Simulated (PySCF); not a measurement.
W(O)(S)(OH)(NH2) (H3NO2SW), SMILES [NH2][W](=[O])([OH])=[S], multiplicity 1.

The structure is a stationary point at PBE-D3(BJ)/def2-SVP. The spin state was assumed, not searched. The structure was generated by enumeration; whether it is a known compound was not checked. The def2 effective core potentials stand for the cores of W; spin–orbit coupling is left out. One conformer was computed; it need not be the lowest.

Calculation: PBE-D3(BJ)/def2-SVP (PySCF).

Frequencies are harmonic and unscaled.

| mode | ν (cm⁻¹) | IR (km/mol) | moving atoms (share of kinetic energy) |
|---|---|---|---|
| 1 | 164 | 9.9 | H 31 %, S 27 %, N 23 %, O 13 % |
| 2 | 179 | 13.0 | O 30 %, S 23 %, H 19 %, W 15 %, N 13 % |
| 3 | 200 | 8.6 | N 36 %, O 30 %, H 21 % |
| 4 | 208 | 24.1 | O 70 %, H 13 %, W 10 % |
| 5 | 243 | 1.5 | O 63 %, N 12 %, H 11 %, S 9 % |
| 6 | 262 | 51.9 | H 60 %, O 32 % |
| 7 | 350 | 19.4 | H 84 %, O 13 % |
| 8 | 455 | 195.8 | H 79 %, N 20 % |
| 9 | 525 | 18.5 | S 78 %, W 15 % |
| 10 | 560 | 187.3 | H 74 %, O 23 % |
| 11 | 640 | 8.7 | H 78 %, N 18 % |
| 12 | 697 | 73.4 | N 69 %, H 14 %, W 11 % |
| 13 | 699 | 41.3 | O 71 %, H 15 % |
| 14 | 973 | 117.1 | O 91 %, W 8 % |
| 15 | 1453 | 34.4 | H 89 %, N 11 % |
| 16 | 3469 | 121.8 | H 96 % |
| 17 | 3570 | 52.6 | H 91 %, N 9 % |
| 18 | 3745 | 195.6 | H 94 % |
